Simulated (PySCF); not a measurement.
## Potassium: a sound run and one with changed settings

Sound run: K [Ar] 4s1, K⁺ [Ar]. Calculation: PySCF 2.14, in cc-pVTZ-X2C (6s5p3d1f, 43 functions); scalar relativity by spin-free X2C-1e. The sound run starts from symmetry-adapted Hartree-Fock orbitals and uses a fine grid where one is needed.

Changed run: initial guess minao, at most 50 SCF cycles.

| species | method | sound run (hartree) | changed run (hartree) | converged |
| --- | --- | --- | --- | --- |
| K | UHF | -601.46434 | -601.46434 | yes |
| K | LDA | -600.47403 | -600.47403 | yes |
| K | MN15 | -602.37470 | -602.37470 | yes |
| K⁺ | UHF | -601.31651 | -601.31651 | yes |
| K⁺ | LDA | -600.30798 | -600.30798 | yes |
| K⁺ | MN15 | -602.22102 | -602.22102 | yes |

Here the plain start reaches the same solutions.
